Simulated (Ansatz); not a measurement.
Geometry optimisation, RHF/def2-mTZVP in Ansatz.

The input (input.yaml):

```yaml
crystal:
  periodic: [false, false, false]
  atoms:
    - { symbol: Zn, position_ang: [-0.230598, -0.352802, -0.246897] }
    - { symbol: "N", position_ang: [-1.022667, 1.137953, -1.144205] }
    - { symbol: C, position_ang: [0.580651, -1.909706, 0.671492] }
    - { symbol: H, position_ang: [0.196593, 2.598777, 0.168103] }
    - { symbol: Cl, position_ang: [1.076102, 2.635705, 1.138503] }
    - { symbol: H, position_ang: [-0.818299, 1.262781, -2.116702] }
    - { symbol: H, position_ang: [-2.007851, 1.279136, -1.031725] }
    - { symbol: H, position_ang: [1.12213, -2.539696, -0.025249] }
    - { symbol: H, position_ang: [1.278772, -1.589177, 1.437289] }
    - { symbol: H, position_ang: [-0.174933, -2.52287, 1.149389] }
basis:
  gaussian: { orbitals: def2-mTZVP }
hamiltonian:
  xc: hf
relax:
  f_tol: 0.03
  max_steps: 50
```

Run as:

```bash
$ ansatz run input.yaml --threads 2 --pin off --max-ram 3072MiB --backend cpu --events-out ev --progress --plain --runs-dir out
```

Task: Where does it end, and by what steps?

Result: It converged. After 11 steps the energy has fallen by 0.137 eV; Cl5 moved furthest, 1.15 Å.

```tsv
step	energy less start (eV)	largest force component (eV/Å)	accepted
0	0.0000	0.406	yes
1	-0.0426	0.575	yes
2	-0.0841	0.165	yes
3	-0.1053	0.245	yes
4	-0.1187	0.082	yes
5	-0.1207	0.371	yes
6	-0.1258	0.354	yes
7	-0.1336	0.076	yes
8	-0.1343	0.072	yes
9	-0.1359	0.076	yes
10	-0.1364	0.043	yes
11	-0.1367	0.020	yes
```

```xyz
10
Properties=species:S:1:pos:R:3
Zn -0.145 -0.458 -0.152
N -0.766 1.177 -0.862
C 0.543 -2.140 0.633
H 0.011 2.565 -0.033
Cl 0.621 3.554 0.621
H -0.557 1.351 -1.828
H -1.744 1.370 -0.748
H 1.038 -2.750 -0.114
H 1.259 -1.938 1.421
H -0.259 -2.732 1.061
```

Time of the run: 10 s on 2 threads of AMD EPYC 9R45 96-Core Processor (Zen 5), on a shared host, peak memory 0.26 GiB.
